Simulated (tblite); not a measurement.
Compound: C8H9P.
SMILES with atom numbers: `[cH:1]1[cH:2][cH:3][c:4]([C@@H:5]2[CH2:6][PH:7]2)[cH:8][cH:9]1` (hydrogens: H10 on C1; H11 on C2; H12 on C3; H13 on C5; H14, H15 on C6; H16 on P7; H17 on C8; H18 on C9)

Computed with GFN2-xTB (tblite), gas phase: L-BFGS steps from a force-field or distance-geometry start until the largest atomic force falls under 0.01 eV/Å.

Step 83: E = -658.2840 eV
```
atom  x, y, z in Å  |  force x, y, z in eV/Å
C1      2.5689    0.5129    0.3367   -0.030   0.015   0.009
C2      2.0513   -0.4312    1.2089   -0.010   0.019   0.009
C3      0.7307   -0.8227    1.1036    0.006  -0.027  -0.021
C4     -0.0985   -0.2924    0.1155    0.002   0.010   0.018
C5     -1.4848   -0.7866    0.0182   -0.017   0.013   0.027
C6     -2.4721   -0.3819   -1.0386   -0.017  -0.029  -0.010
P7     -2.9028    0.2740    0.6329    0.010   0.017  -0.064
C8      0.4222    0.6807   -0.7312   -0.005   0.002   0.002
C9      1.7451    1.0717   -0.6254    0.007   0.005  -0.014
H10     3.6009    0.8246    0.4140   -0.032  -0.040  -0.004
H11     2.6775   -0.8674    1.9733    0.008   0.023   0.008
H12     0.3251   -1.5434    1.7999    0.018  -0.048  -0.047
H13    -1.5840   -1.8200    0.3475   -0.015   0.050   0.033
H14    -3.1098   -1.1741   -1.4151    0.021   0.041   0.000
H15    -2.1904    0.3318   -1.8013    0.028  -0.054   0.046
H16    -2.2212    1.4838    0.4366    0.016  -0.013   0.042
H17    -0.2090    1.1355   -1.4806    0.040  -0.008  -0.042
H18     2.1420    1.8110   -1.3062   -0.031   0.026   0.008
```

Step 84: E = -658.2859 eV
```
atom  x, y, z in Å  |  force x, y, z in eV/Å
C1      2.5699    0.5091    0.3332   -0.048   0.039   0.002
C2      2.0573   -0.4416    1.2008   -0.020   0.025   0.004
C3      0.7351   -0.8304    1.1014    0.010  -0.023  -0.024
C4     -0.1009   -0.2908    0.1240    0.004   0.006   0.014
C5     -1.4888   -0.7816    0.0306   -0.030   0.041  -0.006
C6     -2.4680   -0.3906   -1.0408    0.023  -0.017   0.006
P7     -2.9082    0.2953    0.6157    0.015  -0.009  -0.072
C8      0.4152    0.6893   -0.7178   -0.004   0.007  -0.003
C9      1.7394    1.0777   -0.6182    0.025   0.005  -0.004
H10     3.6018    0.8224    0.4099   -0.039  -0.048  -0.017
H11     2.6896   -0.8827    1.9570    0.001   0.011   0.016
H12     0.3329   -1.5554    1.7947    0.017  -0.059  -0.038
H13    -1.5932   -1.8106    0.3709   -0.017   0.052   0.054
H14    -3.1038   -1.1865   -1.4102    0.001   0.018  -0.001
H15    -2.1745    0.3065   -1.8145    0.022  -0.047   0.051
H16    -2.2235    1.5000    0.4025    0.026  -0.011   0.045
H17    -0.2227    1.1527   -1.4569    0.056  -0.010  -0.037
H18     2.1335    1.8235   -1.2938   -0.042   0.020   0.010
```

**Question.** Estimate the geometry and energy of step 85. (The exact step hangs on the optimiser's Hessian estimate; all steps are aligned on step 84, rigid shifts and turns removed.)

**Answer.** E = -658.2874 eV, largest force 0.260 eV/Å
```
atom  x, y, z in Å  |  force x, y, z in eV/Å
C1      2.5726    0.4983    0.3233   -0.109   0.071   0.018
C2      2.0772   -0.4815    1.1682    0.037   0.023   0.029
C3      0.7504   -0.8594    1.0878   -0.040  -0.020  -0.045
C4     -0.1098   -0.2800    0.1529    0.045  -0.010   0.016
C5     -1.5032   -0.7589    0.0748   -0.120  -0.016  -0.062
C6     -2.4555   -0.4305   -1.0488    0.088  -0.013   0.095
P7     -2.9223    0.3781    0.5497    0.104  -0.071  -0.223
C8      0.3905    0.7292   -0.6665    0.011  -0.020   0.011
C9      1.7204    1.1050   -0.5869    0.030  -0.023   0.042
H10     3.6040    0.8144    0.4003   -0.046  -0.064  -0.068
H11     2.7338   -0.9502    1.8904   -0.092   0.030  -0.028
H12     0.3612   -1.6064    1.7651    0.021  -0.061  -0.043
H13    -1.6282   -1.7717    0.4714    0.005   0.259   0.024
H14    -3.0888   -1.2475   -1.3814    0.032   0.090   0.047
H15    -2.1243    0.2017   -1.8658   -0.017  -0.076   0.130
H16    -2.2257    1.5666    0.2614    0.004  -0.107   0.076
H17    -0.2689    1.2270   -1.3666    0.111  -0.036  -0.009
H18     2.1077    1.8724   -1.2409   -0.066   0.043  -0.012
```

The energy changes by -0.0015 eV. The first-order estimate −F·Δx gives -0.0075 eV and the mean of the old and new forces, exact on a quadratic surface, +0.0001 eV. The step makes an angle of 84° with the force vector and moves no atom by more than 0.156 Å.

What follows is the cost of the whole relaxation. Hardware: one thread, Arm Neoverse V1 (aarch64) (shared host). Cost: 0.82 s of wall time.
